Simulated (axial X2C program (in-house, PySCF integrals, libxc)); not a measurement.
## Worked dissociation energy of TiSe⁺: BP86, scalar-relativistic

All values were computed with an in-house relativistic program for diatomic molecules. Spin-free means the one-electron spin-free X2C Hamiltonian. Basis: Se dyall-cv3z [8s9p6d4f1g], Ti dyall-cv3z [10s10p6d4f2g] (cores contracted in-house); Gaussian nuclei, density fitting, unrestricted open shells. Masses: Se 79.917 u, Ti 47.948 u.

Molecular state: M_S = 1/2, Λ = 2 (beyond evenly filled blocks: δ+α).

```
E(Se) (2M_S = 2, M_L = 0)  : -2430.223397 hartree
E(Ti+) (2M_S = 3, M_L = 0) : -853.594028 hartree
E(TiSe⁺) at Re             : -3283.983388 hartree
ωe                         : 436.1 cm⁻¹
ωexe                       : 1.67 cm⁻¹
```

(1) Work out De and D0.

The state is one determinant whose occupation by symmetry is held fixed; it was picked as the lowest of a PBE0 search that is not exhaustive. De is counted from the lowest determinant-based energies of the atoms at the same level, without counterpoise correction. Without a current term, density functionals place determinants with orbital angular momentum somewhat too high. The determinant is spin-polarised beyond a pure state at some levels (its spin-free form has ⟨S²⟩ too high), which makes Re and μ there less reliable. Spin-free De lacks the spin–orbit lowering of the heavy p-block atom, a tenth of an eV or more for 4p and 5p, up to an eV for 6p and one to two eV for 7p atoms, less what an open-shell molecule gains itself.

Each atomic determinant is the lowest at this level and need not be a pure term. Totals compare only within one Hamiltonian and basis.

## Answers

(1) De = -2430.223397 + (-853.594028) − (-3283.983388) = 0.16596 hartree = 4.516 eV. The zero-point energy is ωe/2 − ωexe/4 = 218 cm⁻¹ = 0.027 eV, so D0 = 4.489 eV.
